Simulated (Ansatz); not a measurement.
Harmonic frequencies (cm⁻¹) at PBE0-D4/def2-TZVP from Ansatz: 23, 83, 125, 153, 269, 420, 427, 526, 593, 780, 880, 881, 2142, 2150, 2160.

Task: Which molecule is it?
A. `[CH3][Al]([SH])[Br]`
B. `N#[C][AlH][Cl]`
C. `[AlH2][SH]`
D. `[Cl][Al]([Cl])[GeH3]`

Result: D.
